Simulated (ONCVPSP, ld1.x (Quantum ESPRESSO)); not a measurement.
Potentials for sulfur (S) compared

Generated with ld1.x 7.5 (TM, RRKJ, ultrasoft, PAW), atompaw 4.2 or ONCVPSP 4.0.1. The cutoff is in Ry: for ld1.x and atompaw files where the sum of valence levels is converged to 10 mRy in a Bessel basis, for ONCV files where the hardest occupied wave has 1 mHa per electron of residual kinetic energy. The error is the largest all-electron minus pseudo excitation energy over each file’s own four to seven test configurations (ionisations up to +4, promotions, holes and added fractions of an electron), all of which were solved. The labels leave out finer settings (local radius, basis sizes, second energies), which also bear on the numbers. Spin-polarised tests are not counted. The rows are a selection from randomly drawn settings: files with unsolved tests, undetermined cutoffs or missed reference levels are left out.

A true bound ghost makes a file unfit for plane-wave use even where its test errors are small: the radial tests pick states by their node count and pass the ghost by.

| potential | cutoff (Ry) | largest error (meV) | bound ghosts |
| --- | --- | --- | --- |
| ONCV, PBEsol, non-relativistic, rc 1.45/1.45/1.55 (spd), local p, core correction no, reference 3s1.75 3p4.25, qcut 3.5/5.7/7.3, projectors 2/0/3 | 183 | +24 | none |
| ONCV, PBE, non-relativistic, rc 1.35/1.35 (sp), local p, core correction yes, reference 3s2 3p3, qcut 4.9/7.1, projectors 3/0 | 38 | -21 | none |
| RRKJ, PBE, scalar-relativistic, rc 1.30/1.55 (sp), local smoothed, core correction no, reference 3s2 3p2 | 40 | +27 | none |
| ONCV, PBE, scalar-relativistic, rc 0.80/0.75/0.75 (spd), local smoothed, core correction yes, reference 2s2 2p6 3s1.5 3p4.5, qcut 12.8/16.3/11.7, projectors 2/2/2 | 233 | +5.5 | none |
| ultrasoft, PBE, scalar-relativistic, rc 1.55/1.75 (sp), local smoothed, core correction yes, reference 3s2 3p4 | 18 | +40 | none |

Task: Fill in the row for S: ONCV, PBE, scalar-relativistic, rc 1.20/1.25 (sp), local s, core correction yes, reference 3s2 3p2, qcut 6/6.2, projectors 0/2.

Result: cutoff 29 Ry, largest error +16 meV, bound ghosts: none.

Task: Fill in the row for S: ONCV, PBE, non-relativistic, rc 1.20/1.15/1.10 (spd), local smoothed, core correction no, reference 3s2 3p4, qcut 6.2/5.9/8, projectors 2/2/1.

Result: cutoff 26 Ry, largest error +22 meV, bound ghosts: s.
